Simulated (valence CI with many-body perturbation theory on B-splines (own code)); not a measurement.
**Mn4+: electric-dipole lines**

Level of theory: valence CI with perturbative core correlation (CI+MBPT): three valence electrons over a frozen Dirac-Fock core [Ar], a basis of 7 s, 7 p, 8 d, 6 f, 4 g, 1 h functions for each j, with the one-electron correlation potential Σ1, the two-electron term Σ2, the three-electron term Σ3, Breit, model QED; selected CI, second order for the rest, scaled by the run's own slope (own B-spline code, finite nucleus).

Against 67 measured levels this calculation errs by 1039 cm⁻¹ on average and by 1766 at most. These come from a selection out of Corliss and Sugar, J. Phys. Chem. Ref. Data 6, 1253 (1977). Levels without a partner in it may be off by more, other configurations by 1,000 to 8,000 cm⁻¹. The list stops below the first excitations out of the core.

Lines 301 to 350 of 562 in falling wavelength, among levels below 36.943 eV, chosen from the strongest by gf and those to the six lowest levels. Wavelengths and rates use the calculated energies, so an error of 1000 cm⁻¹ moves a line at 45.19 nm by 0.45 % and its rate by three times that or more. Electric multipoles are in the length gauge, E1 and E2 with the static RPA response of the core. Weak lines are less certain than strong ones. Lines between different terms over intervals too small for the method are left out, as are lines whose strength nearly cancels. Where a level lies close to another of its J and parity, the split of strength between their lines is uncertain. The highest levels of a list are the least certain.

Names give the largest LS component (configuration and term), which can be under half, so a name can repeat, a term be missing and a line seem to break the LS rules; names also repeat where a configuration has a term twice. Letters in brackets count levels of one name in rising energy.

```csv
λ vac (nm),λ from measured levels,Upper,Lower,A (s⁻¹),S (a.u.) with core polarisation,S without
45.19,44.79,3d2 4p 2D°_3/2 [a],3d3 2P_3/2,6.22e+08,1.13e-01,1.24e-01
45.15,44.76,3d2 4p 2D°_5/2 [a],3d3 2D_3/2 [a],1.08e+09,2.94e-01,3.20e-01
45.15,44.75,3d2 4p 2D°_5/2 [a],3d3 2D_5/2 [a],1.10e+09,3.00e-01,3.27e-01
45.01,44.61,3d2 4p 4D°_3/2 [a],3d3 2P_1/2,7.08e+08,1.27e-01,1.38e-01
44.98,44.58,3d2 4p 4D°_3/2 [a],3d3 2P_3/2,7.57e+08,1.36e-01,1.48e-01
44.88,44.64,3d2 4p 4G°_5/2,3d3 2G_7/2,8.02e+07,2.15e-02,2.35e-02
44.87,44.47,3d2 4p 2G°_7/2 [b],3d3 2F_5/2,8.71e+08,3.11e-01,3.36e-01
44.81,44.57,3d2 4p 4G°_7/2,3d3 2G_9/2,4.17e+07,1.48e-02,1.63e-02
44.80,44.41,3d2 4p 2D°_5/2 [a],3d3 2P_3/2,4.35e+08,1.16e-01,1.26e-01
44.80,44.38,3d2 4p 4G°_5/2,3d3 4P_3/2,5.59e+05,1.49e-04,1.62e-04
44.79,44.38,3d2 4p 2G°_9/2 [b],3d3 2F_7/2,8.35e+08,3.70e-01,4.01e-01
44.58,44.43,3d2 4p 4P°_5/2,3d3 2F_7/2,1.02e+08,2.67e-02,2.91e-02
44.55,44.14,3d2 4p 4F°_3/2,3d3 4P_3/2,1.57e+07,2.74e-03,2.98e-03
44.53,44.12,3d2 4p 4F°_5/2,3d3 4P_5/2,1.15e+07,3.01e-03,3.29e-03
44.52,44.11,3d2 4p 4F°_3/2,3d3 4P_1/2,1.17e+07,2.04e-03,2.22e-03
44.44,44.25,3d2 4p 2G°_7/2 [a],3d3 2H_9/2,3.65e+09,1.26e+00,1.38e+00
44.44,44.04,3d2 4p 4F°_5/2,3d3 4P_3/2,3.12e+07,8.12e-03,8.85e-03
44.39,43.99,3d2 4p 4F°_7/2,3d3 4P_5/2,2.37e+07,8.19e-03,8.93e-03
44.36,44.17,3d2 4p 2G°_9/2 [a],3d3 2H_11/2,3.81e+09,1.64e+00,1.80e+00
44.33,44.10,3d2 4p 4F°_9/2,3d3 2G_9/2,8.30e+06,3.57e-03,3.93e-03
44.30,44.10,3d2 4p 2G°_9/2 [a],3d3 2H_9/2,1.60e+08,6.88e-02,7.50e-02
44.17,43.77,3d2 4p 2F°_5/2 [a],3d3 4P_5/2,7.27e+07,1.85e-02,2.02e-02
44.17,43.94,3d2 4p 2F°_5/2 [a],3d3 2G_7/2,1.40e+09,3.58e-01,3.91e-01
44.11,43.87,3d2 4p 2F°_7/2 [a],3d3 2G_9/2,1.47e+09,4.97e-01,5.42e-01
44.09,43.69,3d2 4p 2F°_5/2 [a],3d3 4P_3/2,2.16e+08,5.48e-02,5.96e-02
44.03,43.65,3d2 4p 2D°_3/2 [a],3d3 4P_5/2,5.35e+07,9.02e-03,9.80e-03
44.02,43.62,3d2 4p 2F°_7/2 [a],3d3 4P_5/2,6.52e+08,2.19e-01,2.39e-01
44.01,43.78,3d2 4p 2F°_7/2 [a],3d3 2G_7/2,2.13e+07,7.18e-03,7.83e-03
43.94,43.56,3d2 4p 2D°_3/2 [a],3d3 4P_3/2,6.72e+08,1.12e-01,1.22e-01
43.91,43.53,3d2 4p 2D°_3/2 [a],3d3 4P_1/2,5.10e+08,8.52e-02,9.25e-02
43.89,43.51,3d2 4p 4D°_5/2 [a],3d3 4P_5/2,4.69e+08,1.17e-01,1.28e-01
43.88,43.67,3d2 4p 4D°_5/2 [a],3d3 2G_7/2,3.70e+08,9.26e-02,1.01e-01
43.88,43.62,3d2 4p 2D°_5/2 [c],3d3 2F_5/2,2.60e+08,6.51e-02,7.11e-02
43.88,43.62,3d2 4p 2D°_3/2 [c],3d3 2F_5/2,6.72e+09,1.12e+00,1.22e+00
43.86,43.63,3d2 4p 2S°_1/2,3d3 2D_3/2 [a],4.86e+08,4.05e-02,4.40e-02
43.86,43.49,3d2 4p 4D°_1/2 [a],3d3 4P_3/2,3.71e+08,3.09e-02,3.35e-02
43.83,43.46,3d2 4p 4D°_1/2 [a],3d3 4P_1/2,1.83e+09,1.52e-01,1.65e-01
43.83,43.57,3d2 4p 2D°_5/2 [c],3d3 2F_7/2,6.26e+09,1.56e+00,1.70e+00
43.82,43.61,3d2 4p 4D°_7/2 [a],3d3 2G_9/2,5.22e+08,1.74e-01,1.89e-01
43.82,43.45,3d2 4p 4D°_3/2 [a],3d3 4P_5/2,5.61e+07,9.33e-03,1.01e-02
43.80,43.42,3d2 4p 4D°_5/2 [a],3d3 4P_3/2,1.13e+09,2.80e-01,3.05e-01
43.73,43.35,3d2 4p 4D°_7/2 [a],3d3 4P_5/2,1.56e+09,5.15e-01,5.59e-01
43.73,43.36,3d2 4p 4D°_3/2 [a],3d3 4P_3/2,5.09e+08,8.40e-02,9.11e-02
43.70,43.33,3d2 4p 4D°_3/2 [a],3d3 4P_1/2,3.85e+08,6.34e-02,6.88e-02
43.65,43.28,3d2 4p 2D°_5/2 [a],3d3 4P_5/2,1.21e+08,2.97e-02,3.22e-02
43.65,43.28,3d2 4p 2H°_9/2,3d3 2F_7/2,1.25e+07,5.12e-03,5.52e-03
43.65,43.44,3d2 4p 2D°_5/2 [a],3d3 2G_7/2,1.00e+08,2.47e-02,2.70e-02
43.57,43.20,3d2 4p 2D°_5/2 [a],3d3 4P_3/2,1.78e+08,4.35e-02,4.72e-02
43.56,43.33,3d2 4p 2S°_1/2,3d3 2P_1/2,1.42e+09,1.16e-01,1.26e-01
43.53,43.29,3d2 4p 2S°_1/2,3d3 2P_3/2,1.57e+09,1.28e-01,1.39e-01
```
